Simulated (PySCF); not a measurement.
ScF₂, SMILES [F][Sc+][F], charge +1.

The structure is a stationary point at ωB97X-D3(BJ)/def2-TZVP. The multiplicity is an assumed one; other spin states were not compared. The isomer is the one that the SMILES or the coordinates give; other isomers of the formula were not compared.

Vertical ionisation energy (IE) and electron affinity (EA) in eV. Rows of orbital energies are one-electron estimates. Where ΔSCF, EOM or ADC give a negative EA the extra electron is unbound and the value depends on the basis.

| level | IE | EA |
|---|---|---|
| −ε(HOMO), −ε(LUMO), B3LYP/def2-TZVPD (PySCF) | 17.17 | 9.45 |
| −ε(HOMO), −ε(LUMO), ωB97X/def2-TZVPD (PySCF) | … | … |

Q: Fill in the missing entries. (The exact figures need the calculation; the answer reports its results.)

A: 
- −ε(HOMO), −ε(LUMO), ωB97X/def2-TZVPD (PySCF), IE: 19.88
- −ε(HOMO), −ε(LUMO), ωB97X/def2-TZVPD (PySCF), EA: 6.46
